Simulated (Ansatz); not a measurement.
A single point on CH₉NSi₃, SMILES `N[Si@@H]1C[Si@H]1[SiH3]`.

```yaml
crystal:
  periodic: [false, false, false]
  atoms:
    - {symbol: N, position_ang: [-1.598334, 2.459422, 0.397711]}
    - {symbol: Si, position_ang: [-0.956434, 0.882538, 0.615504]}
    - {symbol: C, position_ang: [0.896874, 0.733061, 0.743708]}
    - {symbol: Si, position_ang: [0.361221, -0.278925, -0.817407]}
    - {symbol: Si, position_ang: [0.707616, -2.571122, -0.688948]}
    - {symbol: H, position_ang: [-1.035492, 3.145574, -0.080917]}
    - {symbol: H, position_ang: [-2.567785, 2.558382, 0.137579]}
    - {symbol: H, position_ang: [-1.767015, 0.136229, 1.605736]}
    - {symbol: H, position_ang: [1.493726, 1.618256, 0.526171]}
    - {symbol: H, position_ang: [1.310629, 0.185294, 1.587884]}
    - {symbol: H, position_ang: [0.826893, 0.365556, -2.075808]}
    - {symbol: H, position_ang: [0.252306, -3.029924, 0.652184]}
    - {symbol: H, position_ang: [2.141404, -2.943855, -0.846317]}
    - {symbol: H, position_ang: [-0.078609, -3.289586, -1.728082]}
basis:
  gaussian: {orbitals: def2-TZVPP}
hamiltonian: {xc: pbe}
correlation: {method: rpa}
```

```sh
$ ansatz run in.yaml --threads 4 --pin off --events-out ev --progress --plain
```

Output, abridged:

```
Functional definition: PBE
  name "PBE"
  cite "Perdew, Burke & Ernzerhof, Phys. Rev. Lett. 77, 3865 (1996) doi:10.1103/PhysRevLett.77.3865"
  parent pbe
  parameter kappa = 0.804
  parameter beta = 0.06672455060314922
  exchange = pbe_x(kappa = kappa, mu = beta*pi^2/3)
  correlation = pbe_c(beta = beta)
1787 factors; integrals over basis functions are off by at most 9.8e-4 eV
mean field evaluation 1: about -26273.3048 eV, gradient 9.5e1 eV
mean field evaluation 2: about -26273.2876 eV, gradient 9.5e1 eV
mean field evaluation 4: about -26287.3318 eV, gradient 3.7e1 eV
mean field evaluation 8: about -26292.4746 eV, gradient 1.0e0 eV
mean field evaluation 16: about -26292.4756 eV, gradient 9.9e-4 eV
mean field -26292.47563704 eV, -966.2306579810 hartree, gradient 5.6e-6 eV, S^2 0.000000; 1 other end points of the search recorded, 0 dependent functions left out
17 core orbitals not correlated: weight in the atoms' cores, before any rotation towards them, 1.000 or more for the frozen orbitals, at most 0.000 for the correlated occupied ones
reference -26241.06055523 eV, -964.3411885752 hartree; 15, 15 occupied and 282, 282 virtual orbitals, 1787 factors
Total energy: -26277.75794144 eV, -965.6897926438 hartree
```

It took 9.5 s on 4 threads of a server CPU on a shared host, with 0.95 GiB of host memory at the peak.
